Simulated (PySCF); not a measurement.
Structure elucidation problem

The spectra below were simulated for a compound C3BN3.

$^{13}$C{$^{1}$H} NMR (computed): δ 133.2 (C).

No relativistic terms, no solvent model, single conformer, fast rotation and ring inversion assumed for equivalent nuclei. Shielding tensors at PBE/pcSseg-2 (GIAO); structure optimised with PBE0-D3(BJ)/def2-SVP; spin–spin couplings from B3LYP/pcJ-1; PySCF 2.14.

Shifts are taken against calculated references (same method and geometry level): TMS for $^{13}$C (179.39 ppm).

Problem. Propose a structure and justify it.

Solution. 
- 1 carbon signal for 3 carbons: some carbons are equivalent by symmetry or fast rotation.
- Carbon types of the structure: 3 × C.
- δC 133.2: nitrile carbon; typical of a nitrile.

The compound is `N#CB(C#N)C#N`.

This is the structure that produced the data.

A carbon bonded to boron is broadened by the quadrupolar boron nucleus and is often missing from a measured spectrum. Shifts are as computed, not scaled to solution data. Of 1211 compounds with measured shifts, 218 miss one by over three times the rms of a fit or turn the order of signals round; such compounds aren't used in these exercises.
